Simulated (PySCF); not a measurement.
Bond curve of NaBi

Set-up: basis Na def2-SVP, Bi def2-SVP with ECP60; scalar-relativistic core potentials; PySCF 2.14. Energies in eV from Na + Bi in their ground configurations at the same level. State: ³Σ⁻ (triplet), unpaired electrons π ↑↑.

Curves on a restricted Hartree–Fock reference rise too fast on stretching and do not dissociate correctly.

```tsv
R (Å)	ROHF-SCS-MP2	r²SCAN	r²SCANh
2.579	-0.2470	-0.763	-0.752
2.699	-0.4738	-0.965	-0.953
2.819	-0.6052	-1.078	-1.063
2.909	-0.6573	-1.120	-1.103
2.999	-0.6794	-1.135	-1.116
3.089	-0.6777	-1.128	-1.108
3.209	-0.6472	-1.096	-1.074
3.359	-0.5760	-1.029	-1.005
3.539	-0.4592	-0.928	-0.901
3.779	-0.2751	-0.780	-0.752
```

Q: Put a parabola through the three lowest points of the ROHF-SCS-MP2 curve and estimate Re, k and ωe (reduced mass 20.71 u; 1 eV/Å² = 0.16022 mdyn/Å; ωe = 1302.8·√(k/μ) cm⁻¹).

A: Through R = 2.909, 2.999, 3.089 Å the second-order coefficient is 1.47 eV/Å², so Re ≈ 3.038 Å, k ≈ 0.471 mdyn/Å and ωe ≈ 196 cm⁻¹. A polynomial fit of higher order to the unrounded ROHF-SCS-MP2 energies gives Re = 3.036 Å, k = 0.424 mdyn/Å, ωe = 186 cm⁻¹; anharmonicity and rounding make the difference.

The higher-order fit for each curve: ROHF-SCS-MP2: Re = 3.036 Å, ωe = 186 cm⁻¹, De = 0.68 eV; r²SCAN: Re = 3.013 Å, ωe = 180 cm⁻¹, De = 1.14 eV; r²SCANh: Re = 3.006 Å, ωe = 182 cm⁻¹, De = 1.12 eV.

Correlated steps freeze 5 core orbitals. Correlated levels converge slowly with the basis: in double zeta they bind strong bonds too weakly, by up to about 1 eV, and carry superposition errors of some tenths. ⟨S²⟩ of the unrestricted solution departs from its pure value on part of the curve, where spin states mix. These are scalar-relativistic numbers at best; spin–orbit coupling would shift them, the dissociation energy most. The state is the lowest determinant that a PBE0 search found; another state may lie lower at other levels.
